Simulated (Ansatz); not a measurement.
Ansatz results at the PBE0-D4/def2-TZVP geometry: size of the dipole moment (ωB97M-V/def2-TZVPP) 0.71 D; LUMO energy (B3LYP/def2-TZVPP) 0.48 eV; HOMO–LUMO gap (PBE0/def2-TZVPP) 9.44 eV.

Each molecule was computed in one conformer, which needn't be the lowest.

(1) Which molecule gave them?
A. `OC1=C[SiH]1Cl`
B. `COB(O)O`
C. `OBOCO`
D. `N[SiH2][AlH][TeH]`

## Answers

(1) C. The others give `COB(O)O`: 0.27, 0.36, 9.17; `OC1=C[SiH]1Cl`: 2.40, -0.25, 7.73; `N[SiH2][AlH][TeH]`: 1.80, -2.01, 4.74.

B3LYP here is the variant with VWN-RPA as its local correlation; programs differ in this.
